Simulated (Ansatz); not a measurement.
C₄H₁₀F₃NSi (`CC(C)(C)N[Si](F)(F)F`), 19 atoms. The species carries charge 0 and has multiplicity 1. Hardware: A = 5 threads of an AMD EPYC 7R13 on a shared host; B = 5 threads of an AMD EPYC 7R13 on a shared host and a share of an NVIDIA H100 80 GB. Correlated methods freeze the cores. Open-shell runs search over several starts.

How many basis functions does each run have, and how long does it take in Ansatz? UHF-MP2/def2-QZVPP energy of the cation [B]; RKS ωB97M-V/def2-TZVPP energy and forces [B]; RKS PBE0-D4/def2-TZVP relaxation (13 steps) [B]; RHF-CCSD(T)/def2-TZVPP energy [B]; UKS ωB97M-V/def2-TZVPP energy of the cation [B]; direct RPA on PBE orbitals/def2-TZVPP energy [B]; RHF-CCSD(T)/def2-SVP energy [B]; RKS ωB97M-V/def2-QZVPP energy [B]; RHF-MP2/def2-QZVPP energy [B]; UKS ωB97X-V/def2-TZVPP energy of the cation [B]; RKS PBE0-D4/def2-SVP energy [A]; UHF-CCSD(T)/def2-TZVPP energy of the cation [B]. (Estimate.)

Ansatz gave: Other jobs shared the machine, so times are rough.

```
                                level                        job  functions  wall time  peak host memory (GiB)
                 RKS PBE0-D4/def2-SVP                 energy [A]        180      2.4 s                    0.93
direct RPA on PBE orbitals/def2-TZVPP                 energy [B]        430       14 s                     2.1
                 RHF-CCSD(T)/def2-SVP                 energy [B]        180       15 s                    0.93
               RKS ωB97M-V/def2-QZVPP                 energy [B]        826       19 s                     1.5
                   UHF-MP2/def2-QZVPP   energy of the cation [B]        826       20 s                     1.7
               RKS ωB97M-V/def2-TZVPP      energy and forces [B]        430       21 s                     1.1
               UKS ωB97X-V/def2-TZVPP   energy of the cation [B]        430       23 s                     1.2
               UKS ωB97M-V/def2-TZVPP   energy of the cation [B]        430       23 s                     1.3
                   RHF-MP2/def2-QZVPP                 energy [B]        826       24 s                     1.5
                RKS PBE0-D4/def2-TZVP  relaxation (13 steps) [B]        345       71 s                    0.99
               RHF-CCSD(T)/def2-TZVPP                 energy [B]        430       83 s                       2
               UHF-CCSD(T)/def2-TZVPP   energy of the cation [B]        430      6 min                     2.1
```
